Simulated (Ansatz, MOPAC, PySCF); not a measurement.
Lewis adduct: C3H9Al (SMILES [CH3][Al]([CH3])[CH3]) (first 13 atoms) with H2O (SMILES O); geometry from B3LYP-D3(BJ)/def2-TZVP, rigid monomers moved along the line of their centres of mass till Al2···O14 is 2.90 Å.
(charge 0, multiplicity 1):
```xyz
16

C      0.0047     0.6551    -1.1018
Al     0.1532    -0.0714     0.7356
C      1.9329    -0.0929     1.5787
C     -1.1579    -1.4462     1.2985
H      0.4620    -0.0261    -1.8273
H      0.5236     1.6129    -1.2239
H     -1.0313     0.7967    -1.4295
H      1.8804    -0.2545     2.6598
H      2.4831     0.8389     1.4146
H      2.5535    -0.8985     1.1716
H     -1.2261    -1.5482     2.3879
H     -0.8699    -2.4343     0.9242
H     -2.1694    -1.2610     0.9202
O     -1.1419     2.1592     2.0597
H     -1.9376     1.8791     2.5307
H     -1.4012     2.8435     1.4289
```

Monomers are frozen at their geometry in the pair; levels with a basis set take the counterpoise correction.

The state that AM1 reach isn't checked.

The values were computed with Ansatz (Gaussian orbitals); MOPAC for AM1 (differences of heats of formation); PySCF for the dispersion terms. Values without a source in brackets are computed.

Problem. Give the interaction energy at the level PBE0/def2-TZVPPD.

Solution. -363 meV

Problem. Predict the interaction energy from AM1.

Solution. -151 meV

Problem. Give the interaction energy at the level r2SCAN-D3(BJ)/def2-TZVPPD.

Solution. -428 meV

Ansatz is an electronic-structure program.
